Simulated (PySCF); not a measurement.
Electron correlation in Te⁺ (tellurium, charge +1)

[Kr] 4d10 5s1 5p3 5d1, high-spin 6D determinant (an excited configuration). All numbers are calculated (PySCF 2.14, a scalar-relativistic core potential, in aug-cc-pVDZ-PP with ECP28MDF (5s4p3d, 32 functions)). Frozen: 4s2 4p6 4d10; 5 electrons correlated.

```json
{"level": "CCSD", "correlation energy (mhartree)": "-15.93"}
{"level": "(T)", "correlation energy (mhartree)": "-0.05"}
{"level": "CCSD(T)", "correlation energy (mhartree)": "-15.98"}
{"level": "CCSDT", "correlation energy (mhartree)": "-16.00"}
{"level": "FCI", "correlation energy (mhartree)": "-16.00"}
```

Diagnostics: T1 = 0.0030, D1 = 0.0086, largest double amplitude 0.032, weight of the Hartree-Fock determinant in FCI 0.9881 (33649 determinants).

Q: Is a single reference adequate?

A: Yes, within this model without spin-orbit coupling: T1 lies below 0.03 and no double amplitude reaches 0.07.
